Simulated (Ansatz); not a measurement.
Consider the substitution at a C–Sb bond: `[CH3][Sb]([NH2])[SH]` + `[OH][SnH2][Br]` → `C[O][SnH2][Br]` + `[NH2][SbH][SH]`.

Computed with Ansatz on PBE0-D4/def2-TZVP structures; ΔE is electronic, products minus reactants. CCSD(T)/CBS adds triple-zeta CCSD(T) − MP2 to the extrapolated MP2 energy (def2 sets, frozen cores). Functionals use def2-TZVPP. Elements past krypton have def2 core potentials. For Br, Sb, Sn outer-core shells are correlated without core-valence functions, which leaves a few kJ/mol of doubt a bond. Scalar relativity is left out up to krypton. Each species was taken in one conformer, which may not be the lowest.

CCSD(T)/CBS gives +0.96 eV.

Problem. Another level gave +0.90 eV. Which?
A. CCSD(T)/def2-TZVPP
B. HF/def2-TZVPP
C. MP2/def2-TZVPP
D. ωB97X-V/def2-TZVPP

Solution. A. CCSD(T)/def2-TZVPP 0.90, ωB97X-V 0.84, MP2/def2-TZVPP 1.01, HF/def2-TZVPP 0.75 eV.

Largest T1 diagnostic among the species: 0.013.

In def2-TZVPP, CCSD(T) changes the Hartree–Fock value by +0.15 eV (the triples alone add +0.02 eV) and MP2 by +0.26 eV.
